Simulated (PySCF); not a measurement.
Species: C7H11ClSi2.
Z-matrix (Å and degrees, GFN2-xTB geometry), rows numbered from 1:
```
C 
C   1  1.3257
C   2  1.4995  1  121.46
Si  2  1.8985  1  122.63  3  -179.87
C   4  1.8861  2  107.92  1   118.54
C   5  1.3316  4  124.31  2    98.85
Si  6  1.8805  5  124.93  4     1.85
C   7  1.8903  6  107.58  5    14.52
Cl  8  1.7494  7  113.04  6   165.04
C   8  1.3250  7  127.09  6   -14.36
H   1  1.0803  2  122.20  3    -0.22
H   1  1.0768  2  121.84  3   179.90
H   3  1.0885  2  111.36  1    -0.29
H   3  1.0894  2  110.07  1   120.71
H   3  1.0895  2  110.04  1  -121.22
H   4  1.4713  2  111.11  1    -2.60
H   5  1.0858  4  116.77  2   -79.51
H   6  1.0860  5  118.97  4  -178.65
H   7  1.4697  6  111.19  5  -104.01
H   7  1.4668  6  110.29  5   132.90
H  10  1.0836  4  117.89  2    79.54
```

Definitions: NICS(0) = −σiso at the ring centroid; NICS(1) = −σiso and NICS(1)zz = −σzz at ±1 Å along the ring normal z. Level: GIAO PBE0/pcSseg-1 (PySCF, non-relativistic, gas phase) on the GFN2-xTB geometry, one conformer.

Ring bond lengths (Å), with Mayer bond orders in brackets: Si4–C5 1.886 (0.90), C5–C6 1.332 (1.94), C6–Si7 1.880 (0.89), Si7–C8 1.890 (0.78), C8–C10 1.325 (1.87), C10–Si4 1.883 (0.88).

Give the NICS values of each ring in ppm.

```tsv
ring	type	NICS(0)	NICS(1), two faces	NICS(1)zz, two faces	rms pucker (Å)	centre to ring atoms, mean (Å)
Si4–C5–C6–Si7–C8–C10	6-membered ring with 2 Si; formal bonds 2 double, 4 single	-0.3	-1.6 / -0.9	2.0 / 1.5	0.12	1.69
```

What do they say, and how far can they be read as aromaticity?

- Si4–C5–C6–Si7–C8–C10: mean NICS(1)zz 1.8 ppm, near zero. Si4, Si7 have four or more neighbours; no verdict on aromaticity is drawn.

What field does 7.05 T along the ring normal induce along that normal at the second NICS(1) probe listed for ring Si4–C5–C6–Si7–C8–C10, 1 Å off the ring?

NICSzz × B0 = 1.5 ppm × 7.05 T = 11 μT, along the applied field.

Give the inner angles of the rings and the Hirshfeld charges of the ring atoms.

- Si4–C5–C6–Si7–C8–C10: Si4 109.2° (+0.358 e), C5 124.3° (-0.125 e), C6 124.9° (-0.129 e), Si7 107.6° (+0.323 e), C8 127.1° (-0.065 e), C10 122.3° (-0.145 e); sum 715.4° against 720° for a flat convex ring.

How shielded are the nuclei of the rings and their hydrogens (means over atoms taken as equivalent)?

```json
{"atoms": "Si4", "environment": "SiH silicon", "σ isotropic (ppm)": "388.7", "principal values of the symmetric part, first atom (ppm)": "370.7, 393.8, 401.7"}
{"atoms": "C5", "environment": "alkene CH carbon", "σ isotropic (ppm)": "29.9", "principal values of the symmetric part, first atom (ppm)": "-88.6, -0.3, 178.6"}
{"atoms": "C6", "environment": "alkene CH carbon", "σ isotropic (ppm)": "34.3", "principal values of the symmetric part, first atom (ppm)": "-79.2, 10.7, 171.4"}
{"atoms": "Si7", "environment": "SiH2 silicon", "σ isotropic (ppm)": "415.7", "principal values of the symmetric part, first atom (ppm)": "388.5, 414.4, 444.3"}
{"atoms": "C8", "environment": "vinylic C–Cl carbon", "σ isotropic (ppm)": "29.2", "principal values of the symmetric part, first atom (ppm)": "-83.4, 46.2, 124.7"}
{"atoms": "C10", "environment": "alkene CH carbon", "σ isotropic (ppm)": "39.8", "principal values of the symmetric part, first atom (ppm)": "-68.0, 32.5, 154.8"}
{"atoms": "H16", "environment": "Si–H hydrogen", "σ isotropic (ppm)": "26.75", "principal values of the symmetric part, first atom (ppm)": "23.9, 24.6, 31.8"}
{"atoms": "H17", "environment": "vinylic hydrogen", "σ isotropic (ppm)": "24.25", "principal values of the symmetric part, first atom (ppm)": "22.2, 24.2, 26.3"}
{"atoms": "H18", "environment": "vinylic hydrogen", "σ isotropic (ppm)": "24.41", "principal values of the symmetric part, first atom (ppm)": "23.2, 23.8, 26.2"}
{"atoms": "H19", "environment": "Si–H hydrogen", "σ isotropic (ppm)": "27.06", "principal values of the symmetric part, first atom (ppm)": "24.6, 25.2, 31.4"}
{"atoms": "H20", "environment": "Si–H hydrogen", "σ isotropic (ppm)": "27.09", "principal values of the symmetric part, first atom (ppm)": "23.3, 26.0, 31.9"}
{"atoms": "H21", "environment": "vinylic hydrogen", "σ isotropic (ppm)": "24.54", "principal values of the symmetric part, first atom (ppm)": "21.8, 23.9, 28.0"}
```

Hardware: an Arm Neoverse N1 with one thread (shared host). Cost: 1.7 min of wall time, 1.1 GiB resident at most. This is the whole shielding run at PBE0/pcSseg-1, SCF included.
